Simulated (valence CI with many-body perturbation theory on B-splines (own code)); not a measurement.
Values are calculated unless marked as measured or tabulated.
Level structure of Tc³⁰⁺

Method: valence CI with perturbative core correlation (CI+MBPT): three valence electrons over a frozen Dirac-Fock core [Ne], radial functions for each j: 11 s, 11 p, 9 d, 7 f, 5 g, 2 h, 1 i, with the one-electron correlation potential Σ1 (screened to all orders), the two-electron term Σ2, the three-electron term Σ3, Breit, model QED; selected single and double excitations, second order for the rest (own B-spline code, finite nucleus).

The last digits are not significant, and no measured levels were compared; by estimate large intervals hold to a few tenths of a per cent, small ones and those within an open d or f shell to about a per cent.

Levels 46 to 69 of 69, with energies above the lowest level, (3s^2 3p1/2) J=1/2. "Leading %" is the weight of the configuration and term that name the level; weights of strongly mixed levels are sums over their largest components and can fall short. In the jj column 3d3/2^4 stands for four electrons in 3d with j = 3/2.

```tsv
No.	Configuration	Term	J	E (eV)	Leading %	Leading jj	Second component
46	3p2 3d	4D	1/2	308.95	82	3p1/2 3p3/2 3d3/2 (98 %)	16 % 3p2 3d 2P
47	3p2 3d	4F	7/2	312.19	51	3p1/2 3p3/2 3d5/2 (95 %)	34 % 3p2 3d 4D
48	3p2 3d	4F	9/2	316.46	50	3p1/2 3p3/2 3d5/2 (92 %)	45 % 3p2 3d 2G
49	3p2 3d	4D	3/2	317.19	42	3p1/2 3p3/2 3d5/2 (77 %)	33 % 3p2 3d 2P
50	3p2 3d	4D	5/2	317.59	27	3p1/2 3p3/2 3d5/2 (67 %)	26 % 3p2 3d 4P
51	3p2 3d	2D	5/2	322.22	45	3p1/2 3p3/2 3d5/2 (62 %)	30 % 3p2 3d 4P
52	3p2 3d	4P	3/2	322.50	41	3p1/2 3p3/2 3d3/2 (73 %)	24 % 3p2 3d 2P
53	3p2 3d	4P	1/2	324.01	43	3p1/2 3p3/2 3d3/2 (81 %)	26 % 3p2 3d 2P
54	3p2 3d	2G	7/2	324.81	57	3p1/2 3p3/2 3d5/2 (52 %)	13 % 3p2 3d 2F
55	3p2 3d	2P	1/2	334.17	70	3p1/2 3p3/2 3d5/2 (78 %)	18 % 3p2 3d 2S
56	3p2 3d	2D	3/2	334.81	66	3p1/2 3p3/2 3d5/2 (71 %)	11 % 3p2 3d 2P
57	3p2 3d	2F	5/2	335.15	47	3p1/2 3p3/2 3d3/2 (38 %)	27 % 3p2 3d 2D
58	3p2 3d	4D	7/2	337.73	56	3p3/2^2 3d5/2 (74 %)	17 % 3p2 3d 2F
59	3p2 3d	2P	1/2	339.38	41	3p3/2^2 3d3/2 (52 %)	28 % 3p2 3d 4P
60	3s 3d2	4F	3/2	341.06	33	3p3/2^2 3d3/2 (48 %)	26 % 3p2 3d 4P
61	3p2 3d	4F	9/2	341.23	47	3p3/2^2 3d5/2 (82 %)	37 % 3p2 3d 2G
62	3p2 3d	4P	5/2	341.51	23	3p3/2^2 3d3/2 (41 %)	17 % 3s 3d2 4F
63	3s 3d2	4F	3/2	343.40	63	3p3/2^2 3d3/2 (32 %)	13 % 3p2 3d 4P
64	3s 3d2	4F	5/2	345.16	82	3s 3d3/2 3d5/2 (65 %)	5 % 3p2 3d 4P
65	3s 3d2	4F	7/2	347.41	99	3s 3d3/2 3d5/2 (82 %)	
66	3s 3d2	4F	9/2	350.78	97	3s 3d5/2^2 (73 %)	
67	3s 3d2	4P	1/2	352.42	62	3s 3d3/2^2 (51 %)	12 % 3p2 3d 2S
68	3p2 3d	2F	7/2	352.44	68	3p3/2^2 3d3/2 (47 %)	14 % 3s 3d2 2G
69	3p2 3d	2P	3/2	354.04	34	3p3/2^2 3d5/2 (47 %)	21 % 3s 3d2 2P
```
